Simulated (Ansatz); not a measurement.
A structure relaxed at PBE0-D4/def2-SVP in Ansatz, charge 1, doublet:

```xyz
7

Zr    1.240    2.340   -1.458
Zr   -0.041    0.076   -0.046
Zr   -1.113   -2.306    1.434
O     1.710    0.658   -0.405
O    -0.526    1.698   -1.060
O    -0.639   -0.562    1.846
O    -0.633   -1.904   -0.311
```

Problem. Give its formula and point group.

Solution. Zr₃O₄⁺. Point group Cs (tolerance 0.1 Å).

Problem. Summarise the bond lengths by kind (pairs closer than 1.2 times the sum of covalent radii, bridged metal pairs left out).

Solution. 8 × O–Zr 1.85 to 2.08 Å.

In the def2 sets Zr takes a core potential; there is no spin–orbit coupling. The charge 1 doublet is spin-contaminated (final ⟨S²⟩ up to 1.76, 0.75 for a pure state). The relaxation made no stability test and no search for a lower SCF solution. No other spin state of charge 1 was run. Another isomer (doublet) lies 1.29 eV lower at PBE0-D4/def2-TZVP; other spin states weren't run for this one.
